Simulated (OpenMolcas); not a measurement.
## Kr V: effect of the basis set

| Property | Result |
| --- | --- |
| Program | OpenMolcas |
| Method | SS-CASPT2, IPEA 0.25 Eh, imaginary shift 0.1 Eh (closed shells correlated: 3d 4s) |
| Active space | 2 electrons in 3 orbitals (4p) |
| State averaging | 2S+1 = 3 even, 3 roots; 2S+1 = 1 even, 6 roots |
| Spin-orbit coupling | RASSI with atomic mean-field integrals over the reference wave functions, term energies averaged over their components |

A. ANO-RCC-VDZP [5s4p2d], DKH2, point nucleus; CASPT2 step roughly 0.6 core-seconds
B. ANO-R1 [5s4p3d1f], X2C, finite nucleus; CASPT2 step of the order of 0.9 core-seconds
C. ANO-RCC-VTZP [6s5p3d1f], DKH2, point nucleus; CASPT2 step of the order of 0.8 core-seconds
D. ANO-RCC-VQZP [7s6p4d2f1g], DKH2, point nucleus; CASPT2 step roughly 1.7 core-seconds
E. ANO-R2 [6s5p4d3f1g], X2C, finite nucleus; CASPT2 step about 2.1 core-seconds
F. ANO-R3 [7s6p5d4f2g1h], X2C, finite nucleus; CASPT2 step about 4 core-seconds

Energies in cm-1 above 4s2 4p2 3P0, the measured ground level; measured values from Saloman, J. Phys. Chem. Ref. Data 36, 215 (2007).

```csv
Level,A,B,C,D,E,F,Measured
4s2 4p2 3P0,0.0,0.0,0.0,0.0,0.0,0.0,0.0
4s2 4p2 3P1,3370,3620,3350,3330,3360,3330,3743
4s2 4p2 3P2,7190,7590,7040,6940,6990,6910,7595
4s2 4p2 1D2,21060,21250,19540,19110,19130,18820,19723
4s2 4p2 1S0,41400,41680,39760,39050,39080,38450,39204
```

Deviations, from unrounded energies. A percentage is the sum of absolute deviations over the sum of measured energies, with the sign that they share, or ± where signs differ.

```json
{"Against measurement": "mean absolute deviation (cm-1)", "Levels": "4", "A": "1100", "B": "1000", "C": "420", "D": "460", "E": "420", "F": "690"}
{"Against measurement": "fine structure of the ground term (%)", "Levels": "2", "A": "-6.9", "B": "-1.1", "C": "-8.3", "D": "-9.5", "E": "-8.7", "F": "-9.6"}
{"Against measurement": "other terms of the ground configuration (%)", "Levels": "2", "A": "+6.0", "B": "+6.8", "C": "±1.2", "D": "-1.3", "E": "-1.2", "F": "-2.8"}
```

C, E lie about equally close to measurement and A furthest from it. The largest miss of C in the table is 4s2 4p2 3P2, by -560 cm-1. The ranking rests on the paired levels alone, and a cruder setting can come out closer through cancelling errors.

The two smallest mean deviations differ by little beside CASPT2's spread within terms, so their order carries little weight.

Among A to F the level of the table that moves most is 4s2 4p2 1S0, by 3200 cm-1 (lowest in F, highest in B). Moves below CASPT2's spread within the term are not significant.

CASPT2 does not keep the components of a term degenerate, so their means are used; among the terms shown or strongly mixed into the levels shown the widest spread is 110 cm-1 (4s2 4p2 1D, B). With the s shell closed, the reference lacks s² → p² mixing. The basis is small and was not contracted for so high a charge (holds for A; B). Computed and measured levels are paired by configuration, term and J; levels that our copy of the source lacks, or whose pairing is in doubt (as where it misses far off the trend of its configuration), stay unpaired and out of the deviations. Levels of configurations outside the active space are missing.
